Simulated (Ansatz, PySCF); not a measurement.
BrFHInO, SMILES [In]([OH])([Br])[F]. Atoms are numbered in the order given.

```xyz
5

In     0.0286    -0.6779     0.0000
F      1.7617    -1.5978     0.0000
Br    -0.0063     1.7859     0.0000
O     -1.6105    -1.8084     0.0000
H     -1.3698    -2.7480     0.0000
```
Charge 0, spin multiplicity 1.

Geometry: B3LYP-D3(BJ)/def2-SVP. The structure was generated by enumeration; whether it is a known compound was not checked. The def2 effective core potentials stand for the cores of In; spin–orbit coupling is left out. The values are those of a single conformer.

Two levels are set side by side: PBE-D3(BJ)/def2-SVP (Ansatz, an electronic-structure program) and B3LYP-D3(BJ)/def2-SVP (Ansatz). Each level has its own optimised geometry; the coordinates shown are those of the second. Frequencies come from the Hessian of PySCF at each geometry. Differences are taken from unrounded values.

```
quantity                            B3LYP-D3(BJ)  PBE-D3(BJ)  PBE-D3(BJ) minus B3LYP-D3(BJ)
----------------------------------  ------------  ----------  -----------------------------
mean bond length (Å)                       1.847       1.858                          0.012
bond In1–F2 (Å)                            1.962       1.976                          0.014
bond In1–Br3 (Å)                           2.464       2.470                          0.006
bond In1–O4 (Å)                            1.991       2.008                          0.017
bond O4–H5 (Å)                             0.970       0.980                          0.010
highest harmonic wavenumber (cm⁻¹)          3798        3679                           -119
mean harmonic wavenumber (cm⁻¹)              749         728                            -21
zero-point energy (kcal/mol)                9.64        9.37                          -0.27
```

GGA bonds tend to be longer and softer than those of functionals with exact exchange. Differences between two approximate levels are no errors against the true value.
